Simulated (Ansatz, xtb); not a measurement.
Relative energies of CH9NSi2 isomers

2 of its isomers, all singlets with charge 0: A = `CN([SiH3])[SiH3]`; B = `CN[SiH2][SiH3]`.

Shapes, held fixed at every level: PBE0-D4/def2-TZVP. Flexible molecules stand in one conformer, not always the lowest. Programs: Ansatz 0.2.0, xtb 6.7.1.

A:

```xyz
13

C    -0.3111    1.2543   -0.7655
N    -0.0772    0.0312   -0.0002
Si    0.4894    0.2217    1.6182
Si   -0.1887   -1.4594   -0.8618
H    -1.0713    1.0913   -1.5360
H    -0.6815    2.0541   -0.1164
H     0.5970    1.6172   -1.2609
H     0.5505   -1.1152    2.2577
H    -0.4378    1.1158    2.3666
H     1.8403    0.8518    1.6761
H    -1.5085   -1.5386   -1.5480
H    -0.0377   -2.5755    0.1034
H     0.8570   -1.5836   -1.9184
```

B:

```xyz
13

C    -0.5373    1.7156   -0.8305
N    -0.7393    1.0811    0.4548
Si    0.3561   -0.0819    1.0969
Si    0.5819   -2.0554   -0.1671
H     0.5281    1.9140   -0.9755
H    -1.0501    2.6805   -0.8712
H    -0.8781    1.1131   -1.6831
H    -1.7096    0.9920    0.7123
H    -0.1304   -0.4366    2.4584
H     1.7057    0.5455    1.1926
H     1.0199   -1.7480   -1.5584
H    -0.7162   -2.7829   -0.2523
H     1.5896   -2.9718    0.4380
```

Electronic energies in kJ/mol, without zero-point or thermal terms.

```json
{"level": "GFN2-xTB", "kind": "semi-empirical", "B − A": "+121.2"}
{"level": "SPW92/def2-TZVPP", "kind": "LDA", "B − A": "+40.0"}
{"level": "r2SCAN-D4/def2-TZVPP", "kind": "meta-GGA", "B − A": "+49.0"}
{"level": "B2PLYP/def2-TZVPP", "kind": "double hybrid", "B − A": "+58.0"}
{"level": "MP2/def2-SVP", "kind": "perturbation theory", "B − A": "+66.0"}
{"level": "CCSD(T)/def2-SVP", "kind": "coupled cluster or CI", "B − A": "+58.9"}
{"level": "CCSD/def2-SVP", "kind": "coupled cluster or CI", "B − A": "+59.0"}
{"level": "CCSD(T)/def2-TZVPP", "kind": "coupled cluster or CI", "B − A": "+59.2"}
{"level": "CCSD(T)/CBS estimate", "kind": "coupled cluster or CI", "B − A": "+58.5"}
```

The highest level, CCSD(T)/CBS estimate, puts A lowest of these. All levels agree on that. The B − A difference spans +40.0 to +121.2 kJ/mol over the levels. The CBS estimate extrapolates MP2 from def2-TZVPP and def2-QZVPP and adds CCSD(T) − MP2 in the triple-zeta set, cores frozen. GFN2-xTB strays far from the other rows.
